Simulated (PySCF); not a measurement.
SMILES [SiH2](F)Cl (H₂ClFSi) (CAM-B3LYP/def2-SVP optimised geometry):

```
5

F      1.132    -0.638     0.000
Si    -0.480    -0.638     0.000
Cl    -1.132     1.304     0.000
H     -0.944    -1.304     1.234
H     -0.942    -1.304    -1.234
```

Level of theory: PySCF with CAM-B3LYP/def2-TZVP.

Task: What are the frontier orbital energies and the dipole moment?

Result: HOMO-2 -12.25 eV, HOMO-1 -11.20 eV, HOMO -10.69 eV, LUMO 0.98 eV, LUMO+1 1.42 eV; dipole moment 1.47 D.

Meta-Löwdin charges at CAM-B3LYP/def2-TZVP: F1 -0.50, Si2 1.01, Cl3 -0.29, H4 -0.11, H5 -0.11.
